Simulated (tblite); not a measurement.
Run record: tight-binding relaxation, `C[NH][Ge@@H]([NH2])[CH](C)C`.

Computed with GFN2-xTB geometry optimisation, gas phase (tblite 0.8.0). Start geometry: from a force field or distance geometry. The command runs a driver script over a list of jobs; the input below is this job's line of settings and its coordinates in Å.

Command:
```bash
OMP_NUM_THREADS=1 python probes_run.py task.json out
```

Input:
```
{"job": {"kind": "relax", "xc": "GFN2-xTB", "basis": "xTB"}, "charge": 0, "multiplicity": 1}
C     -2.572900    -0.844900    -0.011800
N     -1.989500     0.428100     0.393600
Ge    -0.341400     0.644000    -0.478900
N      0.291500     2.376200    -0.172500
C      0.946300    -0.671200     0.164700
C      2.291300    -0.445300    -0.527200
C      1.080200    -0.580400     1.673700
H     -2.723400    -0.865300    -1.108800
H     -1.934500    -1.694400     0.306600
H     -3.574700    -0.960300     0.484400
H     -2.615100     1.190900     0.073200
H     -0.559600     0.455700    -2.005200
H      0.307900     2.496800     0.882500
H     -0.422700     3.029100    -0.535500
H      0.572300    -1.672200    -0.111400
H      3.022900    -1.212600    -0.179800
H      2.698000     0.565300    -0.274900
H      2.181100    -0.532000    -1.626400
H      1.447700     0.421900     1.989300
H      0.098900    -0.764200     2.161500
H      1.786900    -1.348400     2.047400
```

Output:
```
step      E/eV     max force
  0    -638.10183    1.586
  1    -638.24331    0.620
  2    -638.29341    0.539
  3    -638.31338    0.350
  4    -638.33320    0.343
  5    -638.34605    0.290
  6    -638.36020    0.265
  7    -638.37362    0.306
  8    -638.38626    0.340
  9    -638.39359    0.214
... (63 lines left out)
 73    -638.44911    0.017
 74    -638.44915    0.021
 75    -638.44919    0.022
 76    -638.44923    0.017
 77    -638.44926    0.011
 78    -638.44928    0.011
 79    -638.44931    0.013
 80    -638.44933    0.015
 81    -638.44935    0.010
 82    -638.44936    0.007
```

«max force» is the largest atomic force in eV/Å.

Problem. From which step on does the largest force stay under 0.1 eV/Å, and how much energy is left to gain from there?

Solution. From step 38 (0.083 eV/Å), 5.8 meV above the end.

Summary of the converged run: energy lowered by 8.0 kcal/mol over 82 steps; largest atomic force 0.007 eV/Å at the end.

Problem. Where do the atoms end?

Solution. 0.190 Å rms from the input after alignment:
```
atom  x, y, z in Å
C1    -2.6689   -0.9072    0.0235
N2    -1.9782    0.3623    0.1614
Ge3   -0.3186    0.6884   -0.5830
N4     0.2103    2.3596   -0.0919
C5     0.9726   -0.6622    0.1383
C6     2.3429   -0.4755   -0.4984
C7     1.0547   -0.5675    1.6558
H8    -3.1630   -1.0303   -0.9465
H9    -1.9459   -1.7113    0.1411
H10   -3.4223   -1.0031    0.8088
H11   -2.6347    1.1262    0.0624
H12   -0.3079    0.7389   -2.1141
H13    0.2261    2.5258    0.9046
H14   -0.2681    3.1346   -0.5279
H15    0.6070   -1.6601   -0.1231
H16    3.0488   -1.2129   -0.1169
H17    2.7260    0.5187   -0.2782
H18    2.2802   -0.5833   -1.5800
H19    1.4636    0.3975    1.9501
H20    0.0662   -0.6738    2.0998
H21    1.7003   -1.3477    2.0587
```

On one thread of an Arm Neoverse N1, no GPU, on a shared host, this took 1.0 s wall.
Labels such as C1 count atoms from 1, the log's own numbers from 0.
